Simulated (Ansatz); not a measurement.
Ga(py)F3 (C₅H₅F₃GaN), relaxed as a singlet with RKS r2SCAN-D4/def2-SVP in Ansatz, starting from the GFN2-xTB geometry. Force threshold 0.02 eV/Å.

Start:

```xyz
15

Ga   -2.445   -0.404    0.688
N    -0.525   -0.095    0.105
C    -0.167    1.070   -0.426
C     1.142    1.332   -0.785
C     2.101    0.349   -0.581
C     1.713   -0.860   -0.022
C     0.383   -1.043    0.310
H    -0.963    1.792   -0.561
H     1.405    2.285   -1.216
H     3.131    0.523   -0.852
H     2.428   -1.647    0.155
H     0.013   -1.962    0.748
F    -3.283    0.687   -0.374
F    -2.362    0.097    2.352
F    -2.570   -2.124    0.458
```

```csv
step,energy (eV),largest force component (eV/Å),SCF passes
1,-67264.1268,0.643,20
2,-67264.1896,0.296,20
3,-67264.1977,0.057,21
4 (rejected),-67264.1967,0.126,20
5,-67264.1989,0.016,21
```

Force components are those of the run's own axes.

End:

Cartesian coordinates in Å:
```
Ga -2.4345 -0.3910 0.7193
N -0.5178 -0.0840 0.1488
C -0.1706 1.0878 -0.4108
C 1.1433 1.3419 -0.7934
C 2.1053 0.3473 -0.5961
C 1.7233 -0.8743 -0.0344
C 0.3910 -1.0589 0.3231
H -0.9861 1.8046 -0.5499
H 1.4018 2.3033 -1.2427
H 3.1459 0.5205 -0.8856
H 2.4441 -1.6799 0.1220
H 0.0082 -1.9926 0.7474
F -3.2154 0.7071 -0.4160
F -2.5354 0.1009 2.4012
F -2.5031 -2.1329 0.4669
```

By distances, no bond broke or formed. The bond that changes most is Ga1–F13, from 1.74 to 1.76 Å (atoms count from 1).

No frequencies were taken in this run, so the end may be a saddle point.

Run time 19 s (4 threads of Arm Neoverse V2 on a shared host).
